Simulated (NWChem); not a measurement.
Species: C2H6N anion

```xyz
9

C      1.1523     0.0000     0.1597
N      0.0000     0.0000    -0.6445
C     -1.1523     0.0000     0.1597
H      1.2465    -0.8922     0.8716
H      1.2465     0.8922     0.8716
H      2.0817     0.0000    -0.4458
H     -1.2465    -0.8922     0.8716
H     -2.0817     0.0000    -0.4458
H     -1.2465     0.8922     0.8716
```
Atoms are numbered in this order, from 1.

Program: NWChem. Pople sets run with spherical d functions. Sets without diffuse functions describe the anion's extra electron poorly. All runs use the structure optimised with B3LYP/def2-SVPD. The highest occupied level is positive in some or all of these runs, so the extra electron may be held by the finite basis. Total energies compare along this basis series because the functional is fixed.

| level | basis functions | energy (Ha) | highest occupied level (eV) | orbital gap (eV) |
|---|---|---|---|---|
| PBE/STO-3G | 21 | -132.4946 | 8.76 | 8.34 |
| PBE/3-21G | 39 | -133.5546 | 4.11 | 4.18 |
| PBE/6-31G* | 54 | -134.3075 | 3.67 | 3.88 |
| PBE/6-31+G* | 66 | -134.3425 | 2.39 | 1.64 |
| PBE/6-311G** | 90 | -134.3610 | 3.07 | 2.66 |
